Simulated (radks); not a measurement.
The numbers below are computed, except where a source is named.
Ionisation ladder of carbon, from C to C5+. Each ion is in the ground configuration listed by NIST, and IE = E(next ion) - E(this ion), with E = 0 for the bare nucleus. Level of theory: scalar-relativistic Kohn-Sham, PBE, spin-polarised, spherical densities, point nucleus; open shells are filled with parallel spins first (a radial shooting solver on a logarithmic mesh with Libxc functionals).

[
 {"species": "C", "configuration": "[He] 2s2 2p2", "E (hartree)": "-37.81029", "IE, Delta-SCF (eV)": "11.672", "-e(HOMO) (eV)": "6.095", "HOMO": "2p up", "<r> HOMO (bohr)": "1.75", "IE, NIST (eV)": "11.260", "kind": "exp.", "error (eV)": "+0.411"},
 {"species": "C+", "configuration": "[He] 2s2 2p1", "E (hartree)": "-37.38136", "IE, Delta-SCF (eV)": "24.583", "-e(HOMO) (eV)": "17.727", "HOMO": "2p up", "<r> HOMO (bohr)": "1.49", "IE, NIST (eV)": "24.383", "kind": "exp.", "error (eV)": "+0.200"},
 {"species": "C2+", "configuration": "[He] 2s2", "E (hartree)": "-36.47795", "IE, Delta-SCF (eV)": "47.127", "-e(HOMO) (eV)": "40.379", "HOMO": "2s", "<r> HOMO (bohr)": "1.36", "IE, NIST (eV)": "47.888", "kind": "exp.", "error (eV)": "-0.761"},
 {"species": "C3+", "configuration": "[He] 2s1", "E (hartree)": "-34.74608", "IE, Delta-SCF (eV)": "64.952", "-e(HOMO) (eV)": "57.714", "HOMO": "2s up", "<r> HOMO (bohr)": "1.27", "IE, NIST (eV)": "64.494", "kind": "exp.", "error (eV)": "+0.458"},
 {"species": "C4+", "configuration": "[He]", "E (hartree)": "-32.35915", "IE, Delta-SCF (eV)": "391.38", "-e(HOMO) (eV)": "357.73", "HOMO": "1s", "<r> HOMO (bohr)": "0.268", "IE, NIST (eV)": "392.09", "kind": "theory", "error (eV)": "-0.7"},
 {"species": "C5+", "configuration": "1s1", "E (hartree)": "-17.97635", "IE, Delta-SCF (eV)": "489.16", "-e(HOMO) (eV)": "452.05", "HOMO": "1s up", "<r> HOMO (bohr)": "0.251", "IE, NIST (eV)": "489.99", "kind": "theory", "error (eV)": "-0.8"}
]

Reference values: NIST Atomic Spectra Database (exp. = measured, semi-emp. = semi-empirical, theory = theoretical value adopted there). The ionisation energy per charge of the ion left behind rises most, in proportion, at C4+ ([He]), from 16.238 to 78.275 eV. Against the entries that are not theoretical the mean signed error is +0.9 % and the largest +3.7 %. Open shells are spherical and high-spin; term and fine-structure splittings are not resolved.
